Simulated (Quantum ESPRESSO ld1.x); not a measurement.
Problem. All-electron atom: Ag V in [Kr] 4d5 5p2 (not the ground configuration). All-electron calculation, Dirac Kohn-Sham, RPBE, spin-unpolarised, spherical densities, point nucleus; open shells fill j = l - 1/2 first. Program: ld1.x of Quantum ESPRESSO 7.5. Some entries of the table are withheld. Estimate them.

orbital  occ.  eigenvalue (hartree)  <r^2> (bohr^2)
1s1/2       2              -933.091        0.001308
2s1/2       2                   (1)         0.02140
2p1/2       2              -130.000         0.01600
2p3/2       4              -123.559         0.01732
3s1/2       2              -27.8277          0.1550
3p1/2       2                   (2)          0.1505
3p3/2       4                   (3)          0.1595
3d3/2       4              -16.0217          0.1404
3d5/2       6              -15.7921          0.1431
4s1/2       2              -6.05614          0.8950
4p1/2       2              -4.80790             (4)
4p3/2       4              -4.60461             (5)
4d3/2       4              -2.63492           1.497
4d5/2       1              -2.60530           1.522
5p1/2       2                   (6)           6.024
5p3/2       0                   (7)           6.292

Solution. 
(1) 2s1/2 eigenvalue (hartree): -139.708
(2) 3p1/2 eigenvalue (hartree): -23.9714
(3) 3p3/2 eigenvalue (hartree): -22.8326
(4) 4p1/2 <r^2> (bohr^2): 1.009
(5) 4p3/2 <r^2> (bohr^2): 1.064
(6) 5p1/2 eigenvalue (hartree): -1.44020
(7) 5p3/2 eigenvalue (hartree): -1.40527
